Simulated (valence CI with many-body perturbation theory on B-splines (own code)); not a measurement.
The numbers below are computed, except where a source is named.
# From CI to CI+MBPT in Tb51+

Method: valence CI with perturbative core correlation (CI+MBPT): four valence electrons over a frozen Dirac-Fock core [Ne], a basis of 11 s, 11 p, 9 d, 7 f, 5 g, 2 h, 1 i functions for each j, with the one-electron correlation potential Σ1 (screened to all orders), the two-electron term Σ2, the three-electron term Σ3, Breit, model QED; selected single and double excitations, second order for the rest (own B-spline code, finite nucleus).

The last digits are not significant, and no measured levels were compared; by estimate large intervals hold to a few tenths of a per cent, small ones and those within an open d or f shell to about a per cent.

Each rung adds one term. CI alone is the Dirac-Coulomb CI over the frozen core; QED comes last and gives the full result, which names the levels. Energies are above (3s^2 3p1/2^2) J=0 on the same rung, in eV.

Levels are named by their leading jj configuration (3d3/2^4 stands for four electrons in 3d with j = 3/2), which in mixed levels can hold well under half, so a name can repeat and another be missing. Letters in brackets count levels of one name in rising energy.

| Level | CI alone | Σ1 | Σ2 | Σ3 | Breit | QED | Full |
| --- | --- | --- | --- | --- | --- | --- | --- |
| (3s^2 3p1/2 3p3/2) J=1 | 186.48 | +0.132 | +0.111 | +0.019 | -2.534 | +0.277 | 184.48 |
| (3s^2 3p1/2 3p3/2) J=2 | 194.91 | +0.133 | +0.078 | +0.003 | -2.861 | +0.276 | 192.54 |
| (3s 3p1/2^2 3p3/2) J=2 | 324.19 | -0.115 | +0.079 | +0.066 | -0.434 | -2.482 | 321.31 |
| (3s 3p1/2^2 3p3/2) J=1 | 348.79 | -0.112 | -0.166 | +0.040 | -0.596 | -2.208 | 345.75 |
| (3s^2 3p1/2 3d3/2) J=2 | 375.33 | -0.092 | -0.121 | -0.031 | -3.548 | -0.209 | 371.33 |
| (3s^2 3p3/2^2) J=2 | 387.14 | +0.263 | +0.190 | +0.009 | -5.180 | +0.526 | 382.95 |
| (3s^2 3p3/2^2) J=0 | 404.32 | +0.264 | +0.129 | -0.021 | -4.835 | +0.521 | 400.38 |
| (3s^2 3p1/2 3d3/2) J=1 | 411.17 | -0.095 | -0.730 | -0.135 | -2.818 | -0.569 | 406.82 |
| (3s^2 3p1/2 3d5/2) J=2 | 435.48 | +0.023 | -0.342 | -0.069 | -4.464 | -0.218 | 430.41 |
| (3s^2 3p1/2 3d5/2) J=3 | 436.83 | +0.027 | -0.249 | -0.079 | -5.074 | -0.108 | 431.35 |
| (3s 3p1/2 3p3/2^2) J=2 [a] | 506.47 | +0.012 | +0.145 | +0.052 | -2.810 | -2.137 | 501.74 |
| (3s 3p1/2^2 3d3/2) J=1 | 515.71 | -0.341 | -0.208 | -0.012 | -0.750 | -3.014 | 511.39 |
| (3s 3p1/2 3p3/2^2) J=3 | 521.22 | +0.019 | +0.120 | +0.054 | -3.476 | -2.098 | 515.84 |
| (3s 3p1/2^2 3d3/2) J=2 | 521.88 | -0.338 | -0.253 | -0.028 | -0.993 | -3.013 | 517.25 |
| (3s 3p1/2 3p3/2^2) J=0 | 530.59 | +0.017 | +0.156 | +0.048 | -2.732 | -2.012 | 526.07 |
| (3s 3p1/2 3p3/2^2) J=1 [a] | 542.77 | +0.019 | -0.052 | +0.037 | -3.126 | -1.961 | 537.68 |
| (3s 3p1/2 3p3/2^2) J=2 [b] | 544.46 | +0.022 | -0.125 | +0.040 | -3.663 | -1.711 | 539.03 |
| (3s 3p1/2 3p3/2^2) J=1 [b] | 553.36 | +0.016 | -0.406 | +0.014 | -2.733 | -2.241 | 548.01 |
| (3s 3p1/2^2 3d5/2) J=3 | 572.94 | -0.223 | -0.378 | -0.045 | -2.497 | -2.892 | 566.90 |
| (3s 3p1/2^2 3d5/2) J=2 | 584.61 | -0.227 | -0.422 | -0.084 | -2.233 | -2.938 | 578.71 |
| (3s^2 3p3/2 3d3/2) J=3 | 594.40 | +0.042 | -0.383 | -0.106 | -6.167 | -0.021 | 587.77 |
| (3s^2 3p3/2 3d3/2) J=2 | 595.86 | +0.033 | -0.647 | -0.093 | -5.230 | -0.553 | 589.37 |
| (3s^2 3p3/2 3d3/2) J=1 | 596.51 | +0.037 | -0.517 | -0.091 | -5.397 | -0.284 | 590.26 |
| (3s^2 3p3/2 3d3/2) J=0 | 597.37 | +0.038 | -0.466 | -0.100 | -5.176 | -0.217 | 591.45 |
| (3s^2 3p3/2 3d5/2) J=4 | 618.19 | +0.159 | +0.005 | -0.039 | -7.530 | +0.186 | 610.97 |
| (3s^2 3p3/2 3d5/2) J=2 | 624.58 | +0.155 | -0.124 | -0.040 | -7.117 | +0.059 | 617.52 |
| (3s^2 3p3/2 3d5/2) J=3 | 647.91 | +0.148 | -0.533 | -0.152 | -7.247 | +0.104 | 640.23 |
| (3s^2 3p3/2 3d5/2) J=1 | 654.97 | +0.154 | -0.370 | -0.186 | -6.778 | +0.090 | 647.88 |
| (3s 3p1/2 3p3/2 3d3/2) J=2 [a] | 677.02 | -0.218 | -0.051 | +0.080 | -2.162 | -3.630 | 671.04 |
| (3s 3p1/2 3p3/2 3d3/2) J=0 [a] | 684.09 | -0.213 | +0.111 | +0.037 | -2.685 | -2.942 | 678.40 |
| (3s 3p1/2 3p3/2 3d3/2) J=1 [a] | 687.10 | -0.211 | +0.071 | +0.018 | -3.255 | -2.741 | 680.98 |

The middle columns are the shifts that each term adds.

How does the ionisation energy move along the ladder, and which term matters most?

CI alone 4766.8, + Σ1 4767.8, + Σ2 4767.9, + Σ3 4767.7, + Breit 4761.5, + QED 4761.5 eV. The largest step is Breit, -6.2 eV. NIST lists 4760 ± 4 eV (theoretical).
